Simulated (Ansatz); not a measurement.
Born–Oppenheimer molecular dynamics of H₈OSSi₃ (13 atoms, charge 0, multiplicity 1). It starts from a relaxed structure.

These are results of Ansatz, RKS PBE-D4/STO-3G, not measurements.

```json
{
 "ensemble": "NVT, Langevin thermostat",
 "time step": "0.5 fs",
 "steps asked": "250",
 "set temperature": "300 K",
 "friction": "0.02 /fs",
 "seed": "743018"
}
```

First frame:

```xyz
13
Properties=species:S:1:pos:R:3
O -3.475 0.111 0.716
Si -1.948 -0.375 0.067
S -0.519 -0.710 1.636
Si 1.219 -0.918 0.412
Si 1.962 0.969 -0.597
H -3.262 1.027 1.146
H -1.403 0.612 -0.877
H -2.249 -1.594 -0.680
H 1.004 -1.944 -0.608
H 2.261 -1.424 1.297
H 2.051 2.075 0.344
H 3.289 0.753 -1.156
H 1.090 1.385 -1.684
```

Q: How far do the bonds stretch over the last three quarters of this one trajectory? (Pairs bonded in most of those frames.)

A: 
```csv
bond,mean (Å),spread (Å),shortest,longest
O1–Si2,1.739,0.026,1.70,1.79
O1–H6,1.037,0.022,1.00,1.08
Si2–S3,2.155,0.032,2.09,2.20
Si2–H7,1.474,0.026,1.41,1.53
Si2–H8,1.463,0.032,1.41,1.52
S3–Si4,2.130,0.049,2.05,2.22
Si4–Si5,2.265,0.031,2.22,2.31
Si4–H9,1.465,0.043,1.39,1.54
Si4–H10,1.469,0.052,1.37,1.56
Si5–H11,1.458,0.026,1.40,1.51
Si5–H12,1.460,0.026,1.41,1.50
Si5–H13,1.456,0.022,1.41,1.51
```

Mean temperature of the second half: 287 K. A run of 0.12 ps of so small a system gives no equilibrium averages. Limits of this set-up: minimal basis.

Time of the run: 7.9 min on 1 thread of Arm Neoverse V2, with other jobs on the host, peak memory 0.089 GiB.
